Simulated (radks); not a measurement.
Numerical settings for neutral barium, [Xe] 6s2. All-electron calculation, scalar-relativistic Kohn-Sham, LDA (Slater exchange, Perdew-Wang correlation), spin-polarised, spherical densities, finite nucleus; Fermi nuclear charge, rms radius 4.8378 fm. Program: a radial shooting solver on a logarithmic mesh with Libxc functionals. The defaults (mesh step 0.008 in ln r, mesh end at 40 bohr or more with all orbitals vanishing there, Anderson mixing 0.5 over 9 steps, residual threshold near 1e-9 with the energy settled to 1e-9 hartree or 1e-11 of itself, here a cap of 86 iterations) give E = -8128.9787 hartree and 6s at -3.347 eV in 14 iterations. Run on one thread of a shared host, so times are rough (Arm Neoverse V1): 0.23 s of CPU time, 0.23 s wall, 14 iterations on 2440 mesh points. Changes against that run (0 stands for a change within the tolerance of the run):

setting                    iterations         converged  E (mhartree)  e(6s) (meV)  CPU (s)
mesh step in ln r 0.08              7                no      diverged            -     0.05
mesh step in ln r 0.005            14               yes             0            0     0.36
mesh step in ln r 0.03             14               yes      +0.00305            0     0.08
mesh end (bohr) 3                  12  level above zero     +5.41e+03     +6.5e+04     0.16
mesh end (bohr) 400                14               yes             0            0     0.23
residual threshold 0.01             9               yes             0     +0.00636     0.18
residual threshold 1e-05            9               yes             0     +0.00636     0.18
mixing 0.05                        19               yes             0            0      0.3
linear mixing, mixing 1            86                no       -0.0206        -1.26      1.4
linear mixing, mixing 0.2          86               yes             0            0        1
mixing history 2                   17               yes             0            0     0.26
iteration cap 2                     2                no          +144     -1.6e+03     0.05

Settled on a wrong energy, with an occupied level pushed above zero by the early mesh end: mesh end (bohr) 3 (+5.41 hartree). Apart from these: no run marked as converged misses the energy by more than 1 mhartree. A mesh that ends early acts as a hard wall.
